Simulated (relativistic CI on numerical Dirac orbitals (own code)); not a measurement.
**Ligand-field terms of d2**

Computed with a parametric ligand-field model of a d^n configuration (Racah B and C, spin-orbit zeta, crystal field), exact diagonalisation.

Field parameters in Wybourne normalisation: Oh B⁴₀ = 21Dq, B⁴₄ = √(5/14) B⁴₀. The field is a parameter set, without covalency.

B = 600 cm⁻¹, C = 3070 cm⁻¹ (C/B = 5.12), Oh, no spin-orbit coupling. Tanabe-Sugano data, E/B above the lowest term (Δ = |10Dq|; b, c mark the second and third term of a kind):

```tsv
Δ/B	3T1	3T2	3A2	1T2	3T1(b)	1E	1A1
1.0	0.00	0.81	1.81	15.58	15.62	16.04	23.22
5.0	0.00	4.22	9.22	16.45	18.44	17.27	26.75
9.0	0.00	7.82	16.82	16.76	21.63	17.37	29.58
13.0	0.00	11.53	24.53	16.84	25.06	17.29	31.73
17.0	0.00	15.32	32.32	16.83	28.64	17.19	33.33
21.0	0.00	19.16	40.16	16.81	32.31	17.10	34.52
25.0	0.00	23.03	48.03	16.77	36.06	17.02	35.42
29.0	0.00	26.92	55.92	16.74	39.85	16.95	36.11
33.0	0.00	30.84	63.84	16.70	43.68	16.89	36.65
37.0	0.00	34.77	71.77	16.67	47.54	16.84	37.08
41.0	0.00	38.71	79.71	16.65	51.42	16.80	37.43
45.0	0.00	42.66	87.66	16.62	55.32	16.76	37.72
```

The ground term stays 3T1.
